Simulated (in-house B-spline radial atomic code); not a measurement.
Configurations of In3+, with energies counted from [Kr] 4d10. Computed with a B-spline radial code for spherical atoms: scalar-relativistic (X2C) r2SCAN, spin-polarised, spherical fractional occupations, Fermi nucleus of rms radius 4.6156 fm. Shells without spins written out take the highest spin.

Occupations are held fixed; configurations that lie above the ionisation limit could autoionise.

| configuration | E - E(ref) (eV) | highest orbital | its <r> (bohr) |
| --- | --- | --- | --- |
| [Kr] 4d9 5d1 | 36.735 | 5d up | 3.49 |
| [Ar] 3d10 4s2 4p(2 up, 3 down) 4d10 5p(0 up, 1 down) | 88.106 | 5p down | 2.519 |
| [Ar] 3d10 4s2 4p(2 up, 3 down) 4d10 5f(0 up, 1 down) | 109.27 | 5f down | 6.49 |
| [Ar] 3d9 4s2 4p6 4d10 5p1 | 455.41 | 5p up | 2.507 |
| [Ar] 3d(5 up, 4 down) 4s2 4p6 4d10 5d(1 up, 0 down) | 466.62 | 5d up | 3.448 |
| [Ar] 3d9 4s2 4p6 4d10 5f1 | 476.76 | 5f up | 6.539 |

(1) Order these further configurations by energy, lowest first.
A. [Ar] 3d9 4s2 4p6 4d10 5s1
B. [Kr] 4d9 4f1
C. [Ar] 3d10 4s2 4p5 4d10 5d1
D. [Kr] 4d(4 up, 5 down) 5f(1 up, 0 down)
E. [Ar] 3d9 4s2 4p6 4d10 4f1

(2) How far above the reference does [Kr] 4d9 5f1 lie?

Results:

(1) B (41.905 eV), D (46.769 eV), C (99.321 eV), A (446.23 eV), E (472.04 eV).

(2) 46.668 eV; its least bound orbital is 5f up with <r> = 6.548 bohr.
